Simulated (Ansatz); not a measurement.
Question: Name a neutral molecule of Al, B, C, O and H with HOMO–LUMO gap (PBE/def2-TZVPP) between 3.05 and 3.35 eV and LUMO energy (ωB97M-V/def2-TZVPP) between 0.15 and 0.45 eV (Ansatz, PBE0-D4/def2-TZVP geometry).

Answer: `C[BH][AlH][OH]` (3.13 eV, 0.19 eV); `[AlH2][O]B1CC1` (3.30 eV, 0.33 eV). Other molecules can fit too; these were computed, each in one conformer that needn't be the lowest.
